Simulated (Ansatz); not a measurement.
System: C4H7O (charge 0, doublet). It need not be the lowest isomer of its formula. SMILES: C[C](C)C=O
Structure (B3LYP-D3(BJ)/def2-TZVP (Ansatz, a first-principles code) minimum search):
```xyz
12

C     -0.9850    -1.1131    -0.3945
C      0.2101    -0.3069    -0.0407
C      1.5451    -0.9569    -0.0011
C      0.0768     1.0837     0.2594
O     -0.9903     1.6993     0.2498
H     -1.1083    -1.9482     0.3039
H     -1.8839    -0.5006    -0.3811
H     -0.8691    -1.5601    -1.3881
H      1.7950    -1.3967    -0.9733
H      2.3336    -0.2546     0.2714
H      1.5560    -1.7845     0.7173
H      1.0168     1.6093     0.5128
```
Charge 0, spin multiplicity 2.

Computed values are from Ansatz. Cores are frozen in the correlated levels unless marked. UHF or UKS for open shells. No spin-orbit coupling. No relativistic terms. CBS marks a two-point X^-3 extrapolation of the correlation energy; Hartree-Fock from the larger set. [CCSD(T)-MP2]/basis is that difference in the basis named.

- atomisation energy De = 1172.6 kcal/mol at RI-MP2/CBS(cc-pVTZ,cc-pVQZ)+[CCSD(T)-MP2]/cc-pVTZ
- total energy = -231.5381 Eh at RI-MP2/CBS(cc-pVTZ,cc-pVQZ)+[CCSD(T)-MP2]/cc-pVTZ
- dipole moment = 3.45 D at CCSD(T)/aug-cc-pVDZ
- T1 diagnostic = 0.024 at CCSD/cc-pVTZ

The UHF reference is spin-contaminated (<S^2> 0.15 over the pure value in the largest basis).
